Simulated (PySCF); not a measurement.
CCl₃, SMILES Cl[C](Cl)Cl (connectivity only; charge and spin as stated), charge +1, multiplicity 1.

Geometry: PBE0-D3(BJ)/def2-SVP. The multiplicity is an assumed one; other spin states were not compared. The isomer is the one that the SMILES or the coordinates give; other isomers of the formula were not compared.

The numbers are results of PBE0-D3(BJ)/def2-SVP in PySCF 2.14.0, not measurements.

Frequencies are harmonic and unscaled.

Modes within 1.5 cm⁻¹ of each other (mostly degenerate sets) share a row, with their intensities summed.

```csv
mode,ν (cm⁻¹),IR (km/mol),Raman (Å⁴/amu),depolarisation,moving atoms (share of kinetic energy)
1–2,317,0.8,9.8,0.75,Cl 94 %
3,531,0.1,0.0,–,"C 90 %, Cl 10 %"
4,561,0.0,13.4,0.11,Cl 100 %
5–6,1081,598.0,0.3,0.75,"C 84 %, Cl 16 %"
```
